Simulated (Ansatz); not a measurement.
```xyz
9

C    -0.391   -0.222   -1.616
Ga    0.614   -0.700   -0.015
N     0.241    0.325    1.467
C    -0.047    1.022    2.390
O    -0.326    1.705    3.299
H    -0.117    0.790   -1.928
H    -1.460   -0.216   -1.393
H    -0.202   -0.906   -2.443
H     1.688   -1.798    0.239
```

The species carries charge 0 and has multiplicity 1.

(1) List the B3LYP/def2-TZVPP orbital energies in eV (the Gaussian-basis code of Ansatz). (Estimate.)

Results:

(1) Computed: Occupied: -10138.21, -1249.95, -1107.22, -1107.10, -1107.07, -521.20, -389.56, -279.97, -276.86, -150.04, -103.51, -103.24, -103.16, -29.67, -25.05, -23.31, -23.21, -23.13, -23.08, -23.04, -19.08, -14.88, -13.33, -12.26, -12.26, -11.49, -11.37, -10.41, -8.90, -8.15, -7.65. Lowest empty: -1.81, -0.02, 0.75, 1.51, 1.91, 2.12, 2.54, 2.60.

B3LYP here is the variant with VWN-RPA as its local correlation; programs differ in this.
